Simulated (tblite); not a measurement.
C5H5OP.
SMILES with atom numbers: `[CH:1]#[C:2][CH2:3][P@@H:4](=[O:5])[C:6]#[CH:7]` (hydrogens: H8 on C1; H9, H10 on C3; H11 on P4; H12 on C7)

A start from a force field or distance geometry was refined with GFN2-xTB geometry optimisation, gas phase (tblite 0.8.0). Values at the start:

```tsv
coordinate	start
C1≡C2	1.189 Å
C1–H8	1.075 Å
C2–C3	1.481 Å
C3–P4	1.796 Å
C3–H9	1.098 Å
C3–H10	1.087 Å
P4=O5	1.511 Å
P4–C6	1.827 Å
P4–H11	1.420 Å
C6≡C7	1.208 Å
C7–H12	1.059 Å
C1–C2–C3	178.8°
C2–C3–P4	113.7°
C3–P4–O5	110.4°
C3–P4–C6	102.9°
P4–C6–C7	179.6°
O5–P4–C6	99.6°
C2–C3–P4–O5	-178°
```

Problem. How do these coordinates change at the GFN2-xTB level?

Solution. 
```tsv
coordinate	GFN2-xTB (Å or °)	change
P4–C6	1.768	-0.059
P4=O5	1.462	-0.049
C2–C3	1.439	-0.042
C3–P4	1.835	+0.039
P4–H11	1.392	-0.028
C1–H8	1.049	-0.026
C3–H10	1.096	+0.009
C1≡C2	1.197	+0.008
C7–H12	1.052	-0.007
C6≡C7	1.201	-0.007
C3–H9	1.095	-0.003
O5–P4–C6	115.2	+15.6
P4–C6–C7	175.7	-3.9
C3–P4–O5	114.3	+3.9
C2–C3–P4	111.0	-2.7
C1–C2–C3	177.2	-1.6
C3–P4–C6	104.3	+1.4
C2–C3–P4–O5	176	-6
```

The energy falls by 11.4 kcal/mol over 80 L-BFGS steps, the largest force on an atom goes from 4.42 to 0.009 eV/Å, and the atoms move by 0.197 Å rms after alignment. The bond that changes most is P4–C6 (phosphoryl phosphorus to alkyne carbon), which shortens by 0.059 Å. Bonds longer at the end by more than 0.005 Å: 3 of 11; shorter: 7. Among the dihedrals that turn most is C2–C3–P4–C6, from -72° to -58°. Rotational constants go from 3119, 1656, 1176 to 2981, 1821, 1215 MHz.

Hardware: Arm Neoverse N1, one thread, no GPU, shared host with 64 logical CPUs at a one-minute load of 26. Cost: 0.61 s of wall time.

Its GFN2-xTB frequencies are all real (lowest 48 cm⁻¹). The numbers are those of one conformer. 3 starts were optimised and ended at 0.00, 0.49 and 0.74 kcal/mol (GFN2-xTB); the lowest of these is shown.

The numbers are calculated, not measured.
